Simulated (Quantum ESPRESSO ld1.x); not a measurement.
Task: Coherent X-ray form factor from a spherical all-electron density. All-electron calculation, scalar-relativistic Kohn-Sham, LDA (Slater exchange, Perdew-Zunger correlation), spin-polarised, spherical densities, point nucleus. Program: ld1.x of Quantum ESPRESSO 7.5.

sin(theta)/lambda (1/angstrom)  f0 (electrons)
0.05                                    35.846
0.1                                     35.390
0.15                                    34.658
0.2                                     33.687
0.25                                    32.523
0.3                                     31.219
0.4                                     28.397
0.5                                     25.587
0.6                                     23.029
0.8                                     18.943
1                                       15.924
1.25                                    12.888
1.5                                     10.373
2                                        7.067

The species is in the configuration that NIST lists as its ground one. Which atom or ion scatters so?

Result: The indium ion In13+, [Kr]. Extrapolating in s^2 from the first two rows gives f0(0) = 36.0, near the electron count 36; among species with that count, the fall with angle is slower the higher Z, and the table is that of Z = 49; from so few rows the species is fixed only to a neighbour or two.
